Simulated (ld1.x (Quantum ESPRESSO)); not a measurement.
## Reading a pseudo-wave (platinum)

Columns: radius, all-electron u(r) and pseudo u(r) of the 6s shell (level -4.99 eV) of platinum in the configuration [Xe] 4f14 5d9 6s0.5 6p0.5; LDA (PZ), non-relativistic, TM scheme, ld1.x (Quantum ESPRESSO) 7.5.

```tsv
r (bohr)	all-electron	pseudo
0.170	0.1148	-0.0156
0.340	-0.1705	-0.0324
0.510	-0.0215	-0.0517
0.680	0.2063	-0.0750
0.850	0.2760	-0.1040
1.020	0.2074	-0.1404
1.190	0.0701	-0.1860
1.360	-0.0843	-0.2419
1.530	-0.2277	-0.3076
1.700	-0.3484	-0.3796
1.870	-0.4433	-0.4515
2.040	-0.5138	-0.5148
2.210	-0.5627	-0.5627
2.380	-0.5933	-0.5933
2.550	-0.6091	-0.6091
2.720	-0.6131	-0.6131
2.890	-0.6078	-0.6078
3.060	-0.5954	-0.5954
3.230	-0.5776	-0.5776
3.400	-0.5560	-0.5560
3.570	-0.5317	-0.5317
3.740	-0.5057	-0.5057
3.910	-0.4787	-0.4787
4.080	-0.4514	-0.4514
4.250	-0.4241	-0.4241
4.420	-0.3973	-0.3973
```

(1) How many radial nodes do the two functions have?

(2) At about which radius was the pseudo-wave matched?

(3) Is the pseudo-wave norm-conserving?

Answers

(1) The all-electron 6s function has n − l − 1 = 5 (the table is too coarse to show those close to the nucleus); the pseudo-wave has 0, since the states of the same l below it are removed with the core.

(2) 2.35 bohr, where the columns begin to agree (steps of 0.17 bohr).

(3) Yes: the TM scheme keeps the norm inside the radius equal to the all-electron one, which fixes the energy derivative of the logarithmic derivative at the level.
